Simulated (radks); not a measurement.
Question: Co I, 27 electrons, occupied as [Ar] 3d9 (not the ground configuration). All-electron calculation, Dirac Kohn-Sham, exchange-only LDA, spin-unpolarised, spherical densities, finite nucleus; open shells are shared between the two j in proportion to 2j + 1; Fermi nuclear charge, rms radius 3.7875 fm. Program: a radial shooting solver on a logarithmic mesh with Libxc functionals.

Spin-orbit splittings of the eigenvalues, e(l+1/2) - e(l-1/2), with zeta = 2 splitting/(2l+1) and mean radii in bohr:

| shell | occ. | splitting (eV) | zeta (eV) | <r> j=l-1/2 | <r> j=l+1/2 |
|---|---|---|---|---|---|
| 2p | 6 | ? | ? | 0.2231 | 0.2262 |
| 3p | 6 | 1.828 | 1.219 | 0.8199 | 0.8305 |
| 3d | 9 | 0.1568 | 0.06271 | 1.359 | 1.389 |

Estimate the 2p splitting.

Answer: 14.79 eV (zeta = 9.860 eV).
